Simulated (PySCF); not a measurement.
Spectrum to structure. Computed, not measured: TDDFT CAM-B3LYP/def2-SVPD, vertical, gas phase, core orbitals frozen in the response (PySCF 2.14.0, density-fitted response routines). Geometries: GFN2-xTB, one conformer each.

```tsv
state	E (eV)	f	main configurations (H = HOMO, L = LUMO)
S1	3.56	0.0009	H→L (96%)
S2	6.37	0.0030	H→L+1 (86%), H→L+2 (9%)
S3	7.05	0.084	H→L+3 (45%), H→L+2 (30%), H→L+5 (12%)
S4	7.19	0.083	H→L+2 (35%), H→L+3 (30%), H→L+4 (25%)
S5	7.42	0.071	H→L+5 (72%), H→L+2 (15%)
S6	7.81	0.0023	H-4→L (48%), H-2→L (43%)
S7	7.86	0.011	H→L+4 (62%), H→L+3 (14%)
S8	8.23	0.0023	H-2→L (37%), H-4→L (33%), H→L+6 (22%)
```

Orbital energies (eV): HOMO-3 -12.17, HOMO-2 -11.55, HOMO-1 -11.46, HOMO -8.35, LUMO -0.01, LUMO+1 0.97, LUMO+2 1.40.

Question: Which candidate is it? All have the formula C2H6OSi.
A. `C1OC[SiH2]1`
B. `CC(=O)[SiH3]`
C. `C=C[SiH2]O`

Answer: B. Its S1, at 3.56 eV, is the lowest among the candidates; the nearest of the others has S1 at 6.25 eV. S1 is HOMO→LUMO (96%). S1 has the pattern of n→π* at C=O. At the same level the other candidates give, for their lowest levels:
- `C=C[SiH2]O`: 6.64 eV (f 0.004); 7.07 eV (f 0.069); 7.36 eV (f 0.341); 7.44 eV (f 0.029); 7.90 eV (f 0.011); T1 4.35 eV; HOMO -9.36, LUMO 0.66 eV
- `C1OC[SiH2]1`: 6.25 eV (f 0.000); 6.60 eV (f 0.001); 6.74 eV (f 0.014); 7.25 eV (f 0.009); 7.31 eV (f 0.104); T1 6.15 eV; HOMO -8.68, LUMO 0.69 eV
Triplets come from the Tamm–Dancoff approximation.

Without π bonds the low states are Rydberg-like; a valence basis with one diffuse set may place them up to an eV too high.
